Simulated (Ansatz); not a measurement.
Species: SnSe, net charge 0, singlet state. SMILES: [Se]=[Sn]
Structure (B3LYP-D3(BJ)/def2-TZVP (Ansatz, an electronic-structure program) minimum search):
```
Sn
Se 1 2.3464
```
Charge 0, spin multiplicity 1.

Parts of the frozen-core correlation energy in def2-SVP (Ansatz, hartree). Frozen orbitals: 23; correlated occupied orbitals by spin: 5 and 5; virtual: 30 and 30. Spin-orbit coupling is left out. Past Kr the def2 sets carry scalar-relativistic core potentials.

```csv
term,value
reference (HF),-2612.94766
MP2 opposite-spin,-0.13294
MP2 same-spin,-0.04602
CCSD correlation,-0.19544
(T),-0.01130
CCSDT minus CCSD(T),-0.00097
T1 diagnostic,0.033
largest doubles amplitude,0.090
```
